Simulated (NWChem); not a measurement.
# CH5FGe; SMILES [CH3][GeH2][F]

Question: Give the equilibrium geometry at PBE-D3(BJ)/def2-SVP (NWChem) as an XYZ file, with the point group.

Answer: point group Cs; any orientation.
```
8

Ge     0.3232     0.1024     0.0007
C     -0.7192    -1.5483     0.0016
F     -0.8264     1.4443     0.0005
H      1.1788     0.2714     1.2856
H      1.1782     0.2706    -1.2847
H     -1.3574    -1.5967    -0.9015
H     -0.0396    -2.4238     0.0064
H     -1.3634    -1.5915     0.9007
```
